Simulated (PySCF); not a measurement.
## Excitation energy of Ga⁺ by level of theory

Ga⁺ [Ar] 3d10 4s2 (1S) → Ga⁺ [Ar] 3d10 4s1 4p1 (3P), as a difference of total energies. All numbers are calculated (PySCF 2.14, the spin-free X2C one-electron Hamiltonian (Gaussian nucleus), in ANO-RCC-VTZP). Correlated levels: valence: [Ar] 3d10 frozen. The calculations carry no spin-orbit coupling.

Q: Order these methods by the excitation energy they give, lowest first.
A. SCS-MP2 (valence)
B. UHF
C. CCSD (valence)
D. MP2 (valence)

A: B (4.626 eV), D (5.237 eV), A (5.410 eV), C (5.520 eV).

Errors of the correlated levels include the incompleteness of this basis and the frozen core.

The basis was made for the ground configuration and has no added diffuse functions, so the excitation energy can come out too high.

With two correlated electrons CCSD is exact in that space.

For comparison: 5.986 eV (measured; NIST levels, between the centres of gravity of the two terms).
